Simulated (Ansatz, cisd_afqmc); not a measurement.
Species: SrCl, charge 0, doublet. SrCl (SMILES [Cl][Sr], doublet).
B3LYP-D3(BJ)/def2-TZVP minimum from Ansatz (an electronic-structure program):
```
Sr
Cl 1 2.5987
```
Charge 0, spin multiplicity 2.

Total energies in def2-SVP, 9 correlated electrons, 9 frozen orbitals. UHF or UKS for unpaired electrons; spin-orbit terms are left out. Correlated methods leave the cores frozen (noble-gas shells, and filled d and f shells in the p block). Past Kr the def2 sets carry scalar-relativistic core potentials. The Monte Carlo rows (phaseless AFQMC, CISD trial, step 0.005/hartree) carry one-sigma bars that omit the constraint's bias. Outlying blocks are dropped, and bars are widened where a walk drifts. Over all cases where full CI ran beside it in this data, AFQMC minus full CI had a median of +0.1 mEh and passed +0.4 mEh in a tenth of the cases. The spin of ClSr ([Cl][Sr], doublet) was assumed, and the state is the lowest solution found for it.

```tsv
method	program	energy (Eh)	minus CCSDTQ (mEh)
HF	Ansatz	-489.79405	156.16
MP2	Ansatz	-489.93502	15.19
CCSD	Ansatz	-489.94708	3.13
CCSD(T)	Ansatz	-489.94970	0.51
CCSDT(Q)	Ansatz	-489.95021	0.00
CCSDTQ	Ansatz	-489.95021	0.00
AFQMC/CISD	cisd_afqmc	-489.9502 ± 0.0002	0.0 ± 0.2
```

Rough core times of Ansatz's runs on a shared machine: CCSD(T) under 20 s, CCSDT(Q) under 20 s, CCSDTQ 9 min.
